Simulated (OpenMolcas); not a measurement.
Ir5+ (d4) among equal point charges was computed by CASSCF with the d shell active (OpenMolcas, ANO-RCC-VDZP on the metal). Its lowest spin-free states, and all those of the highest spin:

```tsv
2S+1	Degeneracy	E (cm-1)
5	2	0.0
5	2	4565
5	1	6177
3	1	16819
3	2	17450
3	2	20165
3	2	20887
3	1	20920
3	1	21792
3	2	21871
3	1	23126
3	1	24239
```

**Question.** Is the site octahedral, tetrahedral or cube-like, axial, or of lower symmetry?

**Answer.** The states with 2S+1 = 5 have orbital degeneracies 2, 2, 1. There are pairs but no triples, so the site is axial: not cubic, but with a proper or improper axis of order three or more. The run had Ir5+ among 6 point charges of -1 e arranged as a trigonal antiprism (D3d), 1.95 Å from the ion, with a polar angle of 58.6° against the regular 54.74°.

Spin-orbit coupling mixes the spin-free states strongly: the lowest level takes only 38 % from its leading state, 5E. Without dynamic correlation the repulsion within the d shell is too large (B by tens of per cent), so at a given field states of lower spin stand too high. Point charges give a weaker field than real ligands, and real ions of this kind are as a rule low spin; the high spin found here belongs to the model. This is an electrostatic model: the charges have no orbitals. No measured value stands beside these numbers.
